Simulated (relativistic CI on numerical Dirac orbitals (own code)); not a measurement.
**d7 in a ligand field**

Computed with a parametric ligand-field model of a d^n configuration (Racah B and C, spin-orbit zeta, crystal field), exact diagonalisation.

Field parameters in Wybourne normalisation: Oh B⁴₀ = 21Dq, B⁴₄ = √(5/14) B⁴₀; Td as Oh with Dq negative (B⁴₀ = 21Dq, B⁴₄ = √(5/14) B⁴₀). The field is a parameter set, without covalency.

Problem. Lowest levels for B = 630, C = 2820, ζ = 2950 cm⁻¹, Oh, 10Dq = 24000 cm⁻¹?

Solution. Γ8 0 (S 0.62), Γ6 8694 (S 1.48), Γ8 10298 (S 1.46), Γ7 13944 (S 1.49), Γ8 14415 (S 1.44), Γ8 20930 (S 0.61), Γ8 23870 (S 0.58), Γ7 24149 (S 0.58), Γ6 24536 (S 0.56) cm⁻¹, with S from ⟨S²⟩ = S(S + 1). The ground level has 1.13 electrons in the cubic e pair; its S is far from a half-integer, so spin-orbit coupling mixes spin states.

Problem. Lowest levels for B = 670, C = 2600, ζ = 4200 cm⁻¹, Oh, 10Dq = 25800 cm⁻¹?

Solution. Γ8 0 (S 0.65), Γ6 10465 (S 1.47), Γ8 12516 (S 1.42), Γ7 18130 (S 1.49), Γ8 18738 (S 1.42), Γ8 22323 (S 0.64), Γ7 26534 (S 0.60), Γ8 26918 (S 0.62), Γ6 27949 (S 0.58) cm⁻¹, with S from ⟨S²⟩ = S(S + 1). The ground level has 1.17 electrons in the cubic e pair; its S is far from a half-integer, so spin-orbit coupling mixes spin states.

Problem. Lowest levels for B = 600, C = 2830, ζ = 680 cm⁻¹, Td, 10Dq = -5050 cm⁻¹?

Solution. Γ8 0 (S 1.50), Γ8 4755 (S 1.49), Γ6 4980 (S 1.50), Γ8 5315 (S 1.50), Γ7 5470 (S 1.50), Γ6 7854 (S 1.49), Γ8 8402 (S 1.49), Γ7 9031 (S 1.49), Γ8 9194 (S 1.49) cm⁻¹, with S from ⟨S²⟩ = S(S + 1). The ground level has 3.97 electrons in the cubic e pair.

Problem. Lowest levels for B = 550, C = 2710, ζ = 440 cm⁻¹, Td, 10Dq = -11900 cm⁻¹?

Solution. Γ8 0 (S 1.50), Γ8 11366 (S 1.21), Γ6 11694 (S 1.40), Γ8 11940 (S 1.45), Γ7 12109 (S 1.50), Γ8 12539 (S 0.93), Γ6 12657 (S 0.69), Γ8 12709 (S 0.62), Γ7 16982 (S 1.27) cm⁻¹, with S from ⟨S²⟩ = S(S + 1). The ground level has 4.00 electrons in the cubic e pair.

Problem. Lowest levels for B = 420, C = 1580, ζ = 770 cm⁻¹, Oh, 10Dq = 7550 cm⁻¹?

Solution. Γ6 0 (S 1.49), Γ8 59 (S 1.15), Γ8 619 (S 1.40), Γ7 1441 (S 1.50), Γ8 2178 (S 1.13), Γ8 6621 (S 1.00), Γ6 7324 (S 1.29), Γ8 7425 (S 1.19), Γ7 7506 (S 1.12) cm⁻¹, with S from ⟨S²⟩ = S(S + 1). The ground level has 2.06 electrons in the cubic e pair.
